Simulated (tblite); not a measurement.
Compound: C4H12OSi2.
Atom-mapped SMILES: `[SiH3:1][CH2:2][C@H:3]1[CH2:4][CH2:5][SiH2:6][O:7]1` (hydrogens: H8, H9, H10 on Si1; H11, H12 on C2; H13 on C3; H14, H15 on C4; H16, H17 on C5; H18, H19 on Si6)

Geometry (GFN2-xTB, Å), atoms numbered from 1 in this order:
```
atom  x, y, z in Å
Si1    2.5438    0.4520   -0.8340
C2     1.5589   -0.1649    0.6768
C3     0.1784   -0.5508    0.1827
C4    -0.9476   -0.4292    1.2111
C5    -2.2633   -0.3177    0.4413
Si6   -1.7107    0.6521   -1.1047
O7    -0.1282    0.2996   -0.9165
H8     3.9583    0.4775   -0.4289
H9     2.3991   -0.4913   -1.9406
H10    2.1463    1.8051   -1.2099
H11    1.4782    0.6339    1.4148
H12    2.0340   -1.0116    1.1689
H13    0.2041   -1.5773   -0.2090
H14   -0.7881    0.4859    1.7865
H15   -0.9292   -1.2751    1.9001
H16   -2.6254   -1.3101    0.1702
H17   -3.0350    0.1525    1.0457
H18   -1.8854    2.0980   -1.0051
H19   -2.1980    0.0809   -2.3568
```

Method: GFN2-xTB as coded in tblite; computed harmonic values from a numerical Hessian at the method's own geometry, unscaled. The method is semi-empirical: single wavenumbers can be off by several per cent or more. Modes of hydrogen on silicon can be 10 to 20 % off. One conformer, not necessarily the lowest.

Harmonic wavenumbers (cm⁻¹): 51.7, 91.3, 118.5, 167.6, 202.1, 324.4, 417.6, 449.0, 488.9, 515.6, 529.9, 573.2, 585.0, 663.6, 719.2, 743.2, 759.4, 772.6, 784.6, 800.5, 806.3, 819.0, 854.5, 928.9, 961.1, 1022.5, 1056.3, 1086.9, 1122.0, 1159.8, 1194.2, 1228.0, 1263.3, 1297.3, 1321.1, 1344.8, 1478.1, 1483.2, 1494.1, 2197.3, 2276.2, 2280.9, 2294.1, 2300.4, 2874.7, 2962.3, 2977.6, 2980.5, 2985.1, 3003.9, 3019.8.

A = 3533, B = 1144, C = 915.1 MHz; mass 132.043 u (most abundant isotopes); point group C1, symmetry number 1.

Problem. What is the zero-point energy?

Solution. Half the sum of the wavenumbers: 31916 cm⁻¹ = 381.80 kJ/mol.

Problem. Give the ideal-gas entropy at 350 K and 1 bar in the rigid-rotor, harmonic-oscillator model (classical rotation).

Solution. Translation 173.09, rotation 122.72, vibration 127.32: S = 423.1 J/(mol K).

Problem. And Cp and H(350 K) − H(0)?

Solution. Cp = 185.04 J/(mol K), of which vibrations give 151.79 (their classical limit is 51 R = 424.0); H(350 K) − H(0) = 36.19 kJ/mol without the zero-point energy, 24.55 from vibrations.

Problem. Which modes carry the vibrational entropy at 350 K?

Solution. 51.7 cm⁻¹: 21.21; 91.3 cm⁻¹: 16.51; 118.5 cm⁻¹: 14.38; 167.6 cm⁻¹: 11.57; 202.1 cm⁻¹: 10.09; 324.4 cm⁻¹: 6.51 J/(mol K); the other 45 give 47.05 together.

Problem. How do the functions run with temperature in this model?

Solution. 
```json
{"T (K)": "50", "S (J/(mol K))": "241.0", "Cp (J/(mol K))": "50.9", "H − H(0) (kJ/mol)": "2.00", "G − H(0) (kJ/mol)": "-10.05", "ln q(vib)": "0.38"}
{"T (K)": "100", "S (J/(mol K))": "282.1", "Cp (J/(mol K))": "68.9", "H − H(0) (kJ/mol)": "5.01", "G − H(0) (kJ/mol)": "-23.19", "ln q(vib)": "1.32"}
{"T (K)": "298.15", "S (J/(mol K))": "395.5", "Cp (J/(mol K))": "160.6", "H − H(0) (kJ/mol)": "27.22", "G − H(0) (kJ/mol)": "-90.68", "ln q(vib)": "5.64"}
{"T (K)": "373.15", "S (J/(mol K))": "435.3", "Cp (J/(mol K))": "195.3", "H − H(0) (kJ/mol)": "40.59", "G − H(0) (kJ/mol)": "-121.84", "ln q(vib)": "7.44"}
{"T (K)": "500", "S (J/(mol K))": "499.5", "Cp (J/(mol K))": "243.5", "H − H(0) (kJ/mol)": "68.56", "G − H(0) (kJ/mol)": "-181.18", "ln q(vib)": "10.58"}
{"T (K)": "750", "S (J/(mol K))": "611.6", "Cp (J/(mol K))": "308.8", "H − H(0) (kJ/mol)": "138.25", "G − H(0) (kJ/mol)": "-320.46", "ln q(vib)": "16.76"}
{"T (K)": "1000", "S (J/(mol K))": "706.6", "Cp (J/(mol K))": "350.6", "H − H(0) (kJ/mol)": "221.04", "G − H(0) (kJ/mol)": "-485.56", "ln q(vib)": "22.62"}
```

q(vib) and H(0) count from the zero-point level.

Hindered rotation and anharmonicity are outside this model. Other conformers, if any are populated, would add a mixing term that is left out. The structure is chiral; the term R ln 2 for an equal mix with its mirror image is left out.
